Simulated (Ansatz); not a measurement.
# Ligand exchange: SiH(SiH3)F2 + SiH3(OH) → SiH(SiH3)2F + HOF

Gas-phase species: SiH(SiH3)F2, singlet; SiH3(OH) (silanol), singlet; SiH(SiH3)2F, singlet; HOF `OF`, singlet. The partners trade F for SiH3: Si–F and O–SiH3 bonds give way to Si–SiH3 and O–F.

Shapes, held fixed at every level: PBE0-D4/def2-TZVP. Programs: Ansatz 0.2.0. The zero-point and thermal change to 298 K, harmonic and unscaled (PBE0-D4/def2-TZVP), is -4.0 kJ/mol.

```json
{"level": "SPW92/def2-TZVPP", "kind": "LDA", "ΔH(298 K) (kJ/mol)": "+612.5", "less CCSD(T)/CBS estimate": "-44.3"}
{"level": "B3LYP-D4/def2-TZVPP", "kind": "global hybrid", "ΔH(298 K) (kJ/mol)": "+631.5", "less CCSD(T)/CBS estimate": "-25.3"}
{"level": "PBE0-D4/def2-TZVPP", "kind": "global hybrid", "ΔH(298 K) (kJ/mol)": "+617.0", "less CCSD(T)/CBS estimate": "-39.8"}
{"level": "r2SCAN0-D4/def2-TZVPP", "kind": "global hybrid", "ΔH(298 K) (kJ/mol)": "+652.0", "less CCSD(T)/CBS estimate": "-4.8"}
{"level": "wB97M-V/def2-TZVPP", "kind": "range-separated hybrid", "ΔH(298 K) (kJ/mol)": "+645.1", "less CCSD(T)/CBS estimate": "-11.7"}
{"level": "B2PLYP/def2-TZVPP", "kind": "double hybrid", "ΔH(298 K) (kJ/mol)": "+655.7", "less CCSD(T)/CBS estimate": "-1.1"}
{"level": "MP2/def2-TZVPP", "kind": "perturbation theory", "ΔH(298 K) (kJ/mol)": "+683.8", "less CCSD(T)/CBS estimate": "+27.0"}
{"level": "CCSD(T)/CBS estimate", "kind": "coupled cluster or CI", "ΔH(298 K) (kJ/mol)": "+656.8", "less CCSD(T)/CBS estimate": "0.0"}
```

The highest level, CCSD(T)/CBS estimate, gives ΔH(298 K) = +656.8 kJ/mol; the levels span +612.5 to +683.8. The column of differences is taken from that level and isn't an error. No measured value is set beside it here. The CBS estimate extrapolates MP2 from def2-TZVPP and def2-QZVPP and adds CCSD(T) − MP2 in the triple-zeta set, cores frozen.
